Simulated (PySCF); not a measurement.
# What a mistake does to a calculation on AlBClH2O cation

All numbers below are calculated, not measured. The program is PySCF 2.14.0, an open-source quantum chemistry code, run on an isolated molecule that a program drew, which may never have been made. The molecule is AlBClH2O cation (charge +1, singlet), drawn as the SMILES string `[BH+][Al]([OH])[Cl]`.

Each row is a Hartree-Fock (HF) and frozen-core CCSD(T) single point in the cc-pV(D+d)Z basis, meant for a local HF minimum. Run 1 is clean. Each other run has one planted mistake out of seven kinds, and not every kind appears here: one electron removed, one electron added, multiplicity raised by two, geometry at a saddle point, minimal basis STO-3G, one bond length entered in bohr, all coordinates scaled. The reference is restricted for singlets and unrestricted otherwise, and also for a bond in bohr. Adding or removing an electron swaps singlet and doublet. Electrons count all cores. HOMO and LUMO are orbital energies over both spins, the gradient is its largest component, and the lowest frequency (negative if imaginary) is given only where the gradient is small. Bond lengths are over the 5 bonds as drawn. T1 is the CCSD diagnostic: over 0.02 (restricted) or 0.045 (unrestricted) a single reference is doubtful.

Geometry of the clean run:
```xyz
6
AlBClH2O cation, angstrom
B    -0.3758   -2.4695    2.1474
Al   -1.1586   -2.0887    0.1163
O    -0.5488   -3.3225   -0.7715
Cl   -2.3364   -0.4276   -0.0727
H     0.0615   -2.7034    3.2232
H    -0.5341   -3.6764   -1.6473
```

| run | electrons | basis functions | <S^2> | HOMO (eV) | LUMO (eV) | gradient (hartree/bohr) | lowest frequency (cm^-1) | mean bond (Å) | longest bond (Å) | T1 | HF (hartree) | CCSD(T) (hartree) | mistake |
|---|---|---|---|---|---|---|---|---|---|---|---|---|---|
| 1 | 44 | 84 | 0.000 | -17.33 | -5.78 | 3.4e-05 | 107 | 1.6044 | 2.210 | 0.0148 | -801.93978 | -802.41384 | no fault |
| 2 | 43 | 84 | 0.758 | -23.64 | -14.32 | 7.6e-02 | - | 1.6044 | 2.210 | 0.0220 | -801.36177 | -801.80898 | one electron removed |
| 3 | 44 | 84 | 2.006 | -16.08 | -8.27 | 3.7e-02 | - | 1.6044 | 2.210 | 0.0245 | -801.83360 | -802.29348 | multiplicity raised by two |
| 4 | 44 | 30 | 0.000 | -14.92 | -2.72 | 7.1e-02 | - | 1.6044 | 2.210 | 0.0218 | -792.80318 | -792.92681 | minimal basis STO-3G |
| 5 | 44 | 84 | 0.000 | -17.19 | -5.77 | 2.5e-02 | - | 1.6477 | 2.269 | 0.0155 | -801.93556 | -802.41248 | ? |

**Which mistake was planted in run 5, and what did it cost?**

The mean and the longest bond both change by the same factor, 1.027, and the gradient is no longer small. So the mistake is: all coordinates scaled. Subtracting run 1 and multiplying by 627.51 kcal/mol a hartree, the energy moved by 2.6 kcal/mol in HF and 0.9 kcal/mol in CCSD(T).

Cautions from the logs. Run 4: T1 is over the limit, so its CCSD(T) energy is less reliable.
